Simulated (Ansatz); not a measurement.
Computed with Ansatz on PBE0-D4/def2-TZVP structures; ΔE is electronic, products minus reactants. CBS: MP2 limit from def2 TZ/QZ plus the TZ coupled-cluster correction, frozen cores. This one scheme is used for every species. DFT in def2-TZVPP. B3LYP here is the variant with VWN-RPA as its local correlation; programs differ in this. HSE06 is defined as in plane-wave codes. For Br, Ge outer-core shells are correlated without core-valence functions, which leaves a few kJ/mol of doubt a bond. Scalar relativity is left out up to krypton. One conformer a species, not always the lowest.

Reaction (substitution at a C–Ge bond): `[CH3][Ge][Br]` + `O[SiH](O)[SiH3]` → `CO[SiH](O)[SiH3]` + `[GeH][Br]`

`[CH3][Ge][Br]`:

Z-matrix (Å, degrees):
```
C
Ge 1 1.985
H 1 1.092 2 111.1
H 1 1.094 2 109.5 3 121.0
H 1 1.094 2 109.9 3 -121.4
Br 2 2.358 1 96.4 3 178.9
```

`O[SiH](O)[SiH3]`:

Cartesian coordinates in Å:
```
O -1.828 0.439 -0.655
Si -0.550 -0.526 -0.269
O -0.735 -1.283 1.182
Si 1.441 0.692 -0.045
H -1.987 1.206 -0.102
H -0.528 -1.513 -1.379
H -1.439 -1.930 1.261
H 1.275 1.750 0.990
H 1.780 1.354 -1.334
H 2.571 -0.190 0.350
```

`CO[SiH](O)[SiH3]`:

Cartesian coordinates in Å:
```
C 0.210 0.154 2.312
O 0.097 0.519 0.954
Si -0.187 -0.552 -0.256
O 1.048 -1.621 -0.478
Si -0.554 0.783 -2.147
H 0.157 1.061 2.917
H -0.603 -0.516 2.616
H 1.164 -0.345 2.509
H -1.329 -1.429 0.114
H 1.872 -1.279 -0.828
H 0.703 1.494 -2.515
H -1.617 1.792 -1.895
H -0.961 -0.061 -3.303
```

`[GeH][Br]`:

Z-matrix (Å, degrees):
```
Ge
Br 1 2.339
H 1 1.598 2 93.3
```

| level | ΔE (kJ/mol) | difference from CCSD(T)/CBS |
| --- | --- | --- |
| revPBE-D4 | 93.9 | -9.0 |
| BLYP-D4 | 89.3 | -13.6 |
| r2SCAN-D4 | 98.8 | -4.1 |
| B97M-V | 90.6 | -12.3 |
| PBE0-D4 | 96.7 | -6.2 |
| B3LYP-D4 | 90.5 | -12.4 |
| r2SCAN0-D4 | 98.9 | -4.0 |
| HSE06-D4 | 96.8 | -6.1 |
| BHLYP-D4 | 90.0 | -12.9 |
| CAM-B3LYP-D4 | 89.6 | -13.3 |
| ωB97X-V | 91.6 | -11.3 |
| ωB97M-V | 96.3 | -6.6 |
| B2PLYP | 95.9 | -7.0 |
| PBE-QIDH | 101.4 | -1.5 |
| PBE | 96.2 | -6.7 |
| revPBE | 95.4 | -7.5 |
| BLYP | 89.2 | -13.7 |
| r2SCAN | 99.2 | -3.7 |
| PBE0 | 96.9 | -6.0 |
| B3LYP | 90.2 | -12.7 |
| r2SCANh | 99.3 | -3.6 |
| r2SCAN0 | 99.4 | -3.5 |
| HSE06 | 97.0 | -5.9 |
| BHLYP | 89.0 | -13.9 |
| CAM-B3LYP | 89.8 | -13.1 |
| LC-ωPBE | 97.2 | -5.7 |
| RPA@PBE/def2-TZVPP | 87.4 | -15.5 |
| HF/def2-SVP | 68.4 | -34.5 |
| MP2/def2-SVP | 86.5 | -16.4 |
| CCSD/def2-SVP | 74.2 | -28.7 |
| CCSD(T)/def2-SVP | 74.4 | -28.5 |
| HF/def2-TZVPP | 81.1 | -21.8 |
| MP2/def2-TZVPP | 108.7 | 5.8 |
| SCS-MP2/def2-TZVPP | 99.3 | -3.6 |
| CCSD/def2-TZVPP | 96.4 | -6.5 |
| HF/def2-QZVPP | 80.4 | -22.5 |
| MP2/def2-QZVPP | 111.2 | 8.3 |
| HF/CBS(def2) | 80.3 | -22.6 |
| MP2/CBS(def2) | 113.5 | 10.6 |
| CCSD/CBS(def2) | 101.2 | -1.7 |
| CCSD(T)/CBS | 102.9 | 0 |

Largest T1 diagnostic among the species: 0.013.

Leaving LDA and LC-ωPBE aside and taking each functional with its dispersion term where it has one, the values spread over 12.1 kJ/mol, from BLYP-D4 to PBE-QIDH. In def2-TZVPP, CCSD(T) changes the Hartree–Fock value by +17.0 kJ/mol (the triples alone add +1.7 kJ/mol) and MP2 by +27.6 kJ/mol. At CCSD(T), def2-SVP lies −28.5 kJ/mol from the extrapolated value and def2-TZVPP −4.8 kJ/mol.
